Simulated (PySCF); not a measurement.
Breaking a bond: MgCl, doublet.

Levels of theory: UHF/cc-pVTZ (PySCF); UKS-TPSSh = unrestricted TPSSh/cc-pVTZ in PySCF; ROHF/cc-pVTZ (PySCF).

Magnitude of the dipole moment (D; its direction can reverse along the curve, and a method can change to another solution) and Mulliken charge of the fragment that holds Mg1:

| R / Å | μ UHF | q UHF | μ UKS-TPSSh | q UKS-TPSSh | μ ROHF | q ROHF |
|---|---|---|---|---|---|---|
| 1.78 | 1.42 | 0.30 | 1.37 | 0.21 | 1.41 | 0.30 |
| 1.87 | 1.79 | 0.31 | 1.71 | 0.23 | 1.79 | 0.31 |
| 1.98 | 2.30 | 0.36 | 2.17 | 0.29 | 2.30 | 0.36 |
| 2.10 | 2.89 | 0.41 | 2.70 | 0.35 | 2.89 | 0.41 |
| 2.14 | 3.10 | 0.43 | 2.88 | 0.37 | 3.10 | 0.43 |
| 2.21 | 3.47 | 0.46 | 3.20 | 0.40 | 3.48 | 0.47 |
| 2.26 | 3.75 | 0.49 | 3.44 | 0.42 | 3.75 | 0.49 |
| 2.34 | 4.19 | 0.52 | 3.82 | 0.45 | 4.20 | 0.52 |
| 2.41 | 4.59 | 0.54 | 4.15 | 0.47 | 4.60 | 0.54 |
| 2.58 | 5.59 | 0.59 | 4.95 | 0.50 | 5.61 | 0.59 |
| 2.77 | 6.74 | 0.63 | 5.81 | 0.53 | 6.78 | 0.63 |
| 3.00 | 8.14 | 0.66 | 6.73 | 0.54 | 8.24 | 0.67 |
| 3.32 | 9.97 | 0.70 | 7.65 | 0.53 | 10.29 | 0.73 |

The scan ran from 1.78 to 8.83 Å; beyond the distances shown one of the unrestricted levels run for this scan, shown here or not, changes its spin distribution in one step.
